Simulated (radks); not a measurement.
Initial-state core-level shifts of the neodymium ion Nd3+ when its valence configuration changes from [Xe] 4f3. Method: scalar-relativistic Kohn-Sham, PBE, spin-polarised, spherical densities, point nucleus; open shells are filled with parallel spins first (spin-orbit coupling, left out, can overturn this in heavy ions); computed with a radial shooting solver on a logarithmic mesh with Libxc functionals. Shifts are changes of the shell-averaged eigenvalues in eV (positive: less bound).

valence           3p       4s       4d       5s
4f2 6p1      -14.094  -13.144  -12.437   -7.667
4f2.5 6p0.5   -6.840   -6.417   -6.084   -3.808
4f2 6s1      -13.060  -12.112  -11.410   -6.681
4f1 6s2      -27.736  -25.409  -23.863  -13.642
4f1 6s1 6p1  -28.664  -26.330  -24.777  -14.497
4f2 5d1       -9.816   -8.942   -8.238   -3.802
5d1 6s2      -39.876  -35.872  -33.388  -17.609
4f1 5d1 6p1  -25.147  -22.935  -21.394  -11.562
4f2.5 6s0.5   -6.320   -5.897   -5.566   -3.307
